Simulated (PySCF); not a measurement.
C2H7F3OSi2.
Atom-mapped SMILES: `[CH3:1][O:2][Si@@H:3]([SiH3:4])[C:5]([F:6])([F:7])[F:8]` (hydrogens: H9, H10, H11 on C1; H12 on Si3; H13, H14, H15 on Si4)

Geometry (PBE0-D3(BJ)/def2-SVP, Å), atoms numbered from 1 in this order:
```
atom  x, y, z in Å
C1     2.324    0.166   -0.567
O2     1.048    0.715   -0.337
Si3   -0.080    0.104    0.713
Si4   -1.928    1.532    0.691
C5    -0.630   -1.655    0.111
F6    -1.186   -1.624   -1.109
F7    -1.541   -2.176    0.950
F8     0.396   -2.523    0.051
H9     2.909    0.090    0.368
H10    2.865    0.825   -1.260
H11    2.260   -0.839   -1.018
H12    0.501   -0.133    2.071
H13   -2.493    1.597   -0.688
H14   -2.961    1.008    1.634
H15   -1.501    2.894    1.132
```

All values: B3LYP/def2-SVPD (PySCF, non-relativistic), on one gas-phase PBE0-D3(BJ)/def2-SVP geometry that isn't relaxed in the solvent. The solvent is an IEF-PCM continuum (cavity from Bondi-type radii × 1.2), and excitations are vertical TDDFT with non-equilibrium linear response and a frozen core. The model holds no explicit solvent molecules, cavitation or dispersion.

Gas-phase singlets (H = HOMO, L = LUMO):

```json
{"state": "S1", "E (eV)": "6.545", "λ (nm)": "189", "f": "0.004", "leading configurations": "H→L 95%"}
{"state": "S2", "E (eV)": "6.740", "λ (nm)": "184", "f": "0.012", "leading configurations": "H-1→L 94%"}
{"state": "S3", "E (eV)": "7.172", "λ (nm)": "173", "f": "0.020", "leading configurations": "H→L+1 97%"}
{"state": "S4", "E (eV)": "7.330", "λ (nm)": "169", "f": "0.020", "leading configurations": "H-1→L+1 90%"}
{"state": "S5", "E (eV)": "7.593", "λ (nm)": "163", "f": "0.027", "leading configurations": "H→L+2 82%, H→L+3 12%"}
```

What are the lowest 5 singlets in benzene (ε = 2.271)?

```json
{"state": "S1", "E (eV)": "6.552", "λ (nm)": "189", "f": "0.005", "leading configurations": "H→L 95%", "change by rank (eV)": "+0.007"}
{"state": "S2", "E (eV)": "6.714", "λ (nm)": "185", "f": "0.019", "leading configurations": "H-1→L 94%", "change by rank (eV)": "-0.026"}
{"state": "S3", "E (eV)": "7.194", "λ (nm)": "172", "f": "0.031", "leading configurations": "H→L+1 97%", "change by rank (eV)": "+0.022"}
{"state": "S4", "E (eV)": "7.310", "λ (nm)": "170", "f": "0.037", "leading configurations": "H-1→L+1 92%", "change by rank (eV)": "-0.020"}
{"state": "S5", "E (eV)": "7.591", "λ (nm)": "163", "f": "0.073", "leading configurations": "H→L+2 90%", "change by rank (eV)": "-0.002"}
```

How do the frontier levels move from gas to benzene?

```csv
orbital,gas (eV),solvent (eV),change (eV),"Löwdin shares, gas","Löwdin shares, solvent"
LUMO+2,0.14,0.23,+0.09,"Si4 36 %, Si3 14 %, H15 14 %, H14 10 %","Si4 36 %, Si3 14 %, H15 12 %, H14 9 %"
LUMO+1,-0.25,-0.13,+0.12,"Si4 32 %, Si3 26 %, H13 10 %, H12 10 %","Si4 31 %, Si3 26 %, H13 10 %, H12 10 %"
LUMO,-0.65,-0.56,+0.09,"Si3 29 %, Si4 20 %, O2 8 %, H12 8 %","Si3 29 %, Si4 20 %, O2 9 %, H12 7 %"
HOMO,-8.27,-8.18,+0.09,"O2 32 %, Si3 14 %, C5 11 %, Si4 11 %","O2 33 %, Si3 14 %, Si4 10 %, C5 10 %"
HOMO-1,-8.47,-8.35,+0.12,"O2 34 %, Si3 19 %, Si4 14 %, H12 12 %","O2 32 %, Si3 20 %, Si4 15 %, H12 12 %"
HOMO-2,-9.31,-9.18,+0.13,"O2 39 %, C1 18 %, Si3 12 %, H10 10 %","O2 38 %, C1 19 %, Si3 11 %, H10 11 %"
HOMO-3,-9.64,-9.55,+0.09,"Si4 17 %, Si3 13 %, H13 11 %, H15 10 %","Si4 20 %, Si3 12 %, H13 12 %, H15 11 %"
```

The HOMO–LUMO gap goes from 7.61 to 7.63 eV.
